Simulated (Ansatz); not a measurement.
Ansatz (a quantum-chemistry and plane-wave program) input (PBE/def2-TZVPD):

Ansatz 0.2 input:
```yaml
crystal:
  periodic: [false, false, false]
  atoms:
    - {symbol: Zn, position_ang: [-0.57687527, 0.11435215, 0.25869007]}
    - {symbol: F, position_ang: [0.81343053, 0.55642734, -1.09146355]}
    - {symbol: F, position_ang: [1.10948705, -0.93760116, 0.22916331]}
basis:
  gaussian:
    orbitals: def2-TZVPD
hamiltonian:
  xc: {name: PBE}
magnetization: {spin_polarized: true, initial_magnetization: 2}
output: {forces: true}
```

End of the output:

```
integrals: 0.05 GiB planned
858 factors; their error is unknown
mean field: 0.45 GiB planned
mean field evaluation 1: about -53817.2289 eV, gradient 9.2e1 eV
mean field evaluation 2: about -53382.6705 eV, gradient 3.2e2 eV
mean field evaluation 4: about -53830.4804 eV, gradient 5.7e1 eV
mean field evaluation 8: about -53841.2937 eV, gradient 2.4e-1 eV
mean field evaluation 16: about -53841.2610 eV, gradient 5.5e-5 eV
mean field -53841.26101487 eV, -1978.6298473788 hartree, gradient 5.5e-5 eV, S^2 2.003965; 1 other end points of the search recorded, 0 dependent functions left out
the calculation of the forces begins
reference -53841.26106332 eV, -1978.6298491594 hartree; 25, 23 occupied and 106, 108 virtual orbitals, 858 factors
Total energy: -53841.26106332 eV, -1978.6298491594 hartree
Atom 0 at    -0.576875     0.114352     0.258690 Å, force    -0.061272     0.012146     0.027477 eV/Å
Atom 1 at     0.813431     0.556427    -1.091464 Å, force     0.000202     0.147511    -0.149496 eV/Å
Atom 2 at     1.109487    -0.937601     0.229163 Å, force     0.061070    -0.159656     0.122020 eV/Å
Dipole moment:    -0.509927     0.101081     0.228668 e Å
```

The spin state was set by rule; other spins were not relaxed.
